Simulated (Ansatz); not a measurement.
Two shapes of doublet BF₃(+).

Shape 1:

```xyz
4

B    -0.5171   -0.1110    0.4249
F     0.3631   -0.7914    1.0687
F     1.2033    0.2929   -0.9247
F    -1.2862    0.6057   -0.3811
```

Shape 2:

```xyz
4

B    -0.5981   -0.1494    0.4624
F     0.1943   -0.6469    1.0912
F     1.4692    0.3740   -1.1666
F    -1.3374    0.4020   -0.1830
```

Basis set: def2-SVP (spherical functions). Left uncorrelated: 4 orbitals. Charge 1, multiplicity 2.

Computed with Ansatz (development build ahead of 0.2.0); each method stands on the lowest determinant of its kind that the runs found.

Task: Which shape is lower in energy, and by how much in each method?

Result:

```json
{"method": "UHF", "E(2) − E(1) (eV)": "0.099"}
{"method": "UHF-MP2", "E(2) − E(1) (eV)": "0.694"}
{"method": "PBE0 (unrestricted)", "E(2) − E(1) (eV)": "0.610"}
```

Shape 1 is lower. Caution for UHF-MP2: bonds are stretched, where a single reference can fail. Caution for PBE0 (unrestricted): charge can spread falsely over distant fragments.
